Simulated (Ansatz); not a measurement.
System: C₂H₆FSi, charge 0, multiplicity 2. It need not be the lowest isomer of its formula. 
Coordinates optimised at B3LYP-D3(BJ)/def2-TZVP (Ansatz, a program for electronic structure):
```
Si
F 1 1.6128
H 1 1.4839 2 105.81
C 1 1.8354 3 110.95 2 -117.13
H 4 1.0845 1 122.73 3 86.21
H 4 1.0848 5 114.55 1 177.75
C 1 1.8609 3 110.30 2 118.04
H 7 1.0915 1 111.25 3 -176.95
H 7 1.0916 8 108.37 1 -122.12
H 7 1.0930 8 108.10 9 -116.75
```
Charge 0, spin multiplicity 2.

Total electronic energies in hartree. Valence correlation only, unless marked. Open shells are spin-unrestricted. No spin-orbit coupling. Non-relativistic. CBS marks a two-point X^-3 extrapolation of the correlation energy; Hartree-Fock from the larger set. [CCSD(T)-MP2]/basis is that difference in the basis named.

```csv
level,program,energy (Eh)
HF/6-31G,Ansatz,-467.51145
HF/6-31G*,Ansatz,-467.62248
HF/aug-cc-pV(Q+d)Z,Ansatz,-467.75095
PBE-D4/def2-TZVPD,Ansatz + dftd4,-468.90564
B97M-V/def2-TZVPD,Ansatz,-469.15740
B3LYP/def2-TZVPD,Ansatz,-469.29509
PBE0/6-31G*,Ansatz,-468.83326
PBE0/def2-TZVPD,Ansatz,-468.94711
BHLYP-D3(BJ)/def2-TZVPD,Ansatz + dftd3,-469.19445
MP2/cc-pwCVTZ,Ansatz,-468.44039
"RI-MP2/CBS(aug-cc-pV(T+d)Z,aug-cc-pV(Q+d)Z)",Ansatz,-468.5396
SCS-MP2/aug-cc-pV(D+d)Z,Ansatz,-468.24431
SCS-MP2/cc-pV(T+d)Z,Ansatz,-468.42756
CCSD(T)/STO-3G,Ansatz,-462.12851
"RI-MP2/CBS(cc-pV(T+d)Z,cc-pV(Q+d)Z)+[CCSD(T)-MP2]/cc-pV(T+d)Z",Ansatz,-468.6037
```

Totals of different functionals don't rank their quality; only differences between species are comparable.
